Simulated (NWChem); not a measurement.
System: ZrH4O2; SMILES [OH][ZrH2][OH]

All runs: NWChem. Structure relaxed at the PBE0/def2-SVP level. Not confirmed as a minimum by frequencies. def2 effective core potentials on Zr; no spin-orbit coupling. One conformer.

Diagonal of the polarisability tensor at B3LYP/def2-SVPD, static: 57.51, 55.12, 56.03 bohr³.

Question: Find the mean polarisability volume, the molar refraction, and the refractive index that an ideal gas of it would have at 273.15 K and 1 atm.

Answer: 
1. Mean: one third of the trace = 56.22 bohr³ × 0.14818 Å³/bohr³ = 8.33 Å³.
2. Molar refraction (Lorentz-Lorenz): (4π/3) N_A α = 21.0 cm³/mol.
3. Number density p/kT = 2.687 × 10⁻⁵ Å⁻³; n − 1 = 2π N α = 14.06 × 10⁻⁴.
4. These hold the electronic response alone: vibrational and orientational terms add to the static dielectric constant.
